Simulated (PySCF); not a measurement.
Al(All)(H)2 (C3H7Al), SMILES [CH2](C=C)[AlH2]. Geometry optimised at PBE-D3(BJ)/def2-SVP. The structure was generated by enumeration; whether it is a known compound was not checked. Other conformers were not sampled.

Computed equilibrium geometry at PBE-D3(BJ)/def2-SVP (PySCF confirms it by a frequency run) as a Z-matrix, and its point group (one conformer of several):
point group Cs.
```
C
H 1 1.1076
C 1 1.4174 2 115.96
H 3 1.0991 1 119.24 2 13.07
H 3 1.1038 4 116.17 1 -155.15
C 1 1.4174 2 115.96 3 -161.08
H 6 1.0991 1 119.24 2 -13.07
H 6 1.1038 7 116.17 1 155.15
Al 1 2.1499 2 111.14 6 80.54
H 9 1.5925 1 123.81 2 -180.00
H 9 1.5926 10 128.08 5 147.38
```
